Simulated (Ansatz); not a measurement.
`C[S][K]` + H₂ → `[KH]` + CH₃SH at 600 K and 1 bar (hydrogenolysis of a K–S bond).

Isolated molecules relaxed with PBE0-D4/def2-TZVP in Ansatz; ΔE leaves out vibrations. CCSD(T)/CBS is the MP2 limit (def2-TZVPP, def2-QZVPP) plus CCSD(T) − MP2 in def2-TZVPP, frozen cores. This one scheme is used for every species. For K outer-core shells are correlated without core-valence functions, which leaves a few kJ/mol of doubt a bond. Scalar relativity is left out up to krypton.

```
  species  CCSD(T)/CBS energy (Eh)  H − E (kJ/mol)  S (J/(mol·K))
`C[S][K]`              -1037.10009           137.8          381.3
       H₂                 -1.17544            43.9          150.8
   `[KH]`               -599.99245            24.5          220.8
    CH₃SH               -438.22835           152.3          296.8
```

H − E and S are ideal-gas, rigid-rotor, harmonic terms from PBE0-D4/def2-TZVP. The MP2-based limit puts H₂ 0.8 mEh under its directly extrapolated value; such offsets cancel only in part. 1 Eh = 2625.50 kJ/mol, R = 8.31446 J/(mol·K).

By hand: ΔE, ΔH, ΔS and ΔG.

ΔE = (-599.99245) + (-438.22835) − (-1037.10009) − (-1.17544) = 0.05473 Eh = 143.7 kJ/mol. Δ(H − E) = 24.5 + 152.3 − 137.8 − 43.9 = -4.9, so ΔH = 138.8 kJ/mol. ΔS = 220.8 + 296.8 − 381.3 − 150.8 = -14.5 J/(mol·K). ΔG = 138.8 − 600 × (-14.5)/1000 = 147.5 kJ/mol.

By hand: the equilibrium constant, and the temperature at which ΔG would vanish if ΔH and ΔS stayed fixed.

log₁₀ K = −ΔG/(RT ln 10) = -12.8. ΔH and −TΔS have one sign here, so there is no such temperature.

The number of gas molecules stays the same, so ΔS is small and ΔH decides. A doubt of 5 kJ/mol in ΔE shifts log₁₀ K by 0.4 here. Modes under 60 cm⁻¹, often nearly free rotors, make the harmonic entropy too high. These are equilibria of isolated gas molecules and say nothing of rates. Largest T1 diagnostic: 0.017 (customary marks: 0.02 for closed shells, 0.045 for open ones).
